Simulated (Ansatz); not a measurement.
`N[SiH](F)[Si](N)(O)O` + H₂O → `N[Si](O)(O)O` + `N[SiH2]F`  (formal hydrolysis of the Si–Si bond)

Isolated molecules relaxed with PBE0-D4/def2-TZVP in Ansatz; ΔE leaves out vibrations. CBS: MP2 limit from def2 TZ/QZ plus the TZ coupled-cluster correction, frozen cores. This one scheme is used for every species. Functionals use def2-TZVPP. Each species was taken in one conformer, which may not be the lowest.

```json
{"species": "`N[SiH](F)[Si](N)(O)O`", "PBE0-D4 energy (Eh)": "-942.81297"}
{"species": "H₂O", "PBE0-D4 energy (Eh)": "-76.38097"}
{"species": "`N[Si](O)(O)O`", "PBE0-D4 energy (Eh)": "-572.85270"}
{"species": "`N[SiH2]F`", "PBE0-D4 energy (Eh)": "-446.38705"}
```

Question: Work out ΔE.

Answer: ΔE = (-572.85270) + (-446.38705) − (-942.81297) − (-76.38097) = -0.04581 Eh = -28.7 kcal/mol. CCSD(T)/CBS gives -32.3 kcal/mol.

Largest T1 diagnostic among the species: 0.012.

In def2-TZVPP, CCSD(T) changes the Hartree–Fock value by +7.3 kcal/mol (the triples alone add +1.1 kcal/mol) and MP2 by +6.2 kcal/mol. The D4 term adds +2.5 kcal/mol with B3LYP and +1.5 kcal/mol with PBE0; it sums over pairs of atoms, weighted by their polarisabilities, and B3LYP, whose exchange is more repulsive, gets the larger term.

B3LYP here is the variant with VWN-RPA as its local correlation; programs differ in this.
